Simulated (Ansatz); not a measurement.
Geometry optimisation, RKS PBE/def2-SVP (Ansatz).

Input:

```yaml
crystal:
  periodic: [false, false, false]
  atoms:
    - { symbol: Ge, position_ang: [0.0, 0.0, 0.0] }
    - { symbol: Ge, position_ang: [0.0, 0.0, 2.75] }
    - { symbol: H, position_ang: [-1.3958, -0.4318, 3.2674] }
    - { symbol: H, position_ang: [1.0719, -0.9929, 3.2674] }
    - { symbol: H, position_ang: [0.324, 1.4247, 3.2674] }
    - { symbol: Cl, position_ang: [2.0935, 0.0, -0.7393] }
    - { symbol: F, position_ang: [-0.7913, 1.3709, -0.5594] }
    - { symbol: F, position_ang: [-0.7913, -1.3709, -0.5594] }
    - { symbol: F, position_ang: [1.0384, 1.566, 0.6243] }
    - { symbol: H, position_ang: [0.8108, 1.2227, 1.7619] }
basis:
  gaussian: { orbitals: def2-SVP }
hamiltonian:
  xc: pbe
relax:
  f_tol: 0.15
  max_steps: 25
  restrain:
    - { distance: [0, 8], at: 1.68, k: 30.0 }
    - { distance: [9, 1], at: 1.55, k: 30.0 }
    - { distance: [0, 1], at: 3.6, k: 30.0 }
    - { distance: [9, 8], at: 2.12, k: 30.0 }
```

Run as:

```bash
$ ansatz run input.yaml --threads 4 --pin off --max-ram 5120MiB --backend cpu --events-out ev --progress --plain --runs-dir out
```

**Question.** Where does it end, and by what steps?

**Answer.** It converged. The restraints hold the end off the free minimum. After 16 steps the energy has fallen by 3.129 eV (the restraints' own energy left out); F7 moved furthest, 1.80 Å. Parted: Ge1–Ge2 (2.75 → 3.61 Å).

```json
{"step": "0", "energy less start (eV)": "0.0000", "largest force component (eV/Å)": "5.226", "accepted": "yes"}
{"step": "1", "energy less start (eV)": "1.0322", "largest force component (eV/Å)": "3.668", "accepted": "yes"}
{"step": "2", "energy less start (eV)": "1.3274", "largest force component (eV/Å)": "2.862", "accepted": "yes"}
{"step": "3", "energy less start (eV)": "0.0472", "largest force component (eV/Å)": "2.102", "accepted": "yes"}
{"step": "4", "energy less start (eV)": "-1.1071", "largest force component (eV/Å)": "1.358", "accepted": "yes"}
{"step": "5", "energy less start (eV)": "-1.8036", "largest force component (eV/Å)": "1.133", "accepted": "yes"}
{"step": "6", "energy less start (eV)": "-2.2264", "largest force component (eV/Å)": "0.918", "accepted": "yes"}
{"step": "7", "energy less start (eV)": "-2.5072", "largest force component (eV/Å)": "1.017", "accepted": "yes"}
{"step": "8", "energy less start (eV)": "-2.6771", "largest force component (eV/Å)": "1.043", "accepted": "yes"}
{"step": "9", "energy less start (eV)": "-2.7648", "largest force component (eV/Å)": "1.102", "accepted": "yes"}
{"step": "10", "energy less start (eV)": "-2.8728", "largest force component (eV/Å)": "1.187", "accepted": "yes"}
{"step": "11", "energy less start (eV)": "-2.9858", "largest force component (eV/Å)": "1.018", "accepted": "yes"}
{"step": "12", "energy less start (eV)": "-3.0528", "largest force component (eV/Å)": "0.890", "accepted": "yes"}
{"step": "13", "energy less start (eV)": "-3.0869", "largest force component (eV/Å)": "0.949", "accepted": "yes"}
{"step": "14", "energy less start (eV)": "-3.1145", "largest force component (eV/Å)": "0.838", "accepted": "yes"}
{"step": "15", "energy less start (eV)": "-3.1272", "largest force component (eV/Å)": "0.759", "accepted": "yes"}
{"step": "16", "energy less start (eV)": "-3.1292", "largest force component (eV/Å)": "0.836", "accepted": "yes"}
```

```xyz
10
Properties=species:S:1:pos:R:3
Ge 0.166 0.447 -0.470
Ge 0.258 0.129 3.123
H -1.278 0.058 3.330
H 0.801 -1.278 2.752
H 0.963 0.638 4.416
Cl 2.144 -0.327 -0.446
F -0.390 0.532 -2.106
F -0.958 -0.587 0.350
F 0.060 2.038 0.138
H 0.593 1.139 1.992
```

Time of the run: 32 s on 4 threads of Arm Neoverse V1, on a shared host, peak memory 0.23 GiB.
